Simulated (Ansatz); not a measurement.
C₃H₈Si⁺, that is Si(eta1-allyl)H3 with one electron fewer. Charge 1, multiplicity 2. Geometry PBE0-D4/def2-SVP, that of the neutral singlet; atoms count from 1.

```xyz
12

Si    0.9878    1.3585   -0.5749
C    -0.5262    0.2176   -0.5936
C    -0.2670   -1.0723    0.1123
C    -0.7434   -1.4136    1.3121
H    -0.7906    0.0429   -1.6512
H    -1.3678    0.7616   -0.1334
H     0.4006   -1.7750   -0.4034
H    -1.4112   -0.7518    1.8733
H    -0.4848   -2.3691    1.7748
H     2.1703    0.6529   -1.1600
H     1.3143    1.7594    0.8270
H     0.7180    2.5889   -1.3832
```

(1) Estimate the Mulliken populations from the PBE0/def2-TZVP orbitals of Ansatz.

(2) Where does the spin sit?

(3) And the Mayer bond orders between heavy atoms (over 0.3)?

## Answers

(1) 
```tsv
atom	charge (e)	spin (α − β)
Si1	0.13	0.08
C2	-0.31	0.13
C3	0.01	0.20
C4	-0.09	0.58
H5	0.22	0.03
H6	0.20	0.00
H7	0.22	-0.01
H8	0.22	-0.02
H9	0.22	-0.02
H10	0.05	0.00
H11	0.05	0.00
H12	0.07	0.03
```
Mulliken values depend strongly on the basis.

(2) Summed by element: Si 0.08, C 0.90, H 0.02, of 1 unpaired in all. Largest on single atoms: C4 0.58, C3 0.20, C2 0.13.

(3) Si1–C2 0.77 (1.90 Å); C2–C3 1.20 (1.49 Å); C3–C4 1.50 (1.34 Å).
